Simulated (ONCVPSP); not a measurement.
# Transferability test, ONCV potential for Fe

```json
{"Element": "iron", "Generator": "ONCVPSP 4.0.1", "Type": "optimised norm-conserving Vanderbilt (ONCV)", "Functional": "LDA (Perdew-Zunger)", "Relativity": "scalar-relativistic", "Frozen core": "[Ne]", "Valence charge": "16", "Reference configuration": "3s2 3p6 3d6 4s2", "Partial waves": "3s+4s: rc 1.20 bohr, ncon 3, nbas 7, qcut 8.6 1/bohr, 2 projectors; 3p: rc 0.80 bohr, ncon 4, nbas 9, qcut 12.5 1/bohr, 1 projector; 3d: rc 1.50 bohr, ncon 5, nbas 9, qcut 9 1/bohr, 3 projectors, debl 2.9 Ha", "Local potential": "polynomial inside 0.70 bohr (lpopt 4, dvloc0 4 Ha)", "Core correction": "none"}
```

Energies are relative to the spin-unpolarised reference configuration 3s2 3p6 3d6 4s2; without spin polarisation the order of configurations can differ from experiment.

(1) Give the all-electron excitation energy and the error of the potential for: 3s2 3p6 3d6 4s1; 3s2 3p6 3d6 4s0; 3s2 3p6 3d5 4s0; 3s2 3p6 3d7 4s1.

Levels in the configuration 3s2 3p6 3d6 4s0:

```tsv
level	all-electron (eV)	pseudo (eV)
3s	-112.049	-112.076
3p	-78.478	-78.493
3d	-26.032	-26.063
```

Results:

(1)

```tsv
valence configuration	charge	ΔE all-electron (eV)	error AE − PS (meV)
3s2 3p6 3d6 4s1	+1	8.981	+0.6
3s2 3p6 3d6 4s0	+2	25.473	+4.7
3s2 3p6 3d5 4s0	+3	60.002	+18
3s2 3p6 3d7 4s1	0	-0.829	+16
```
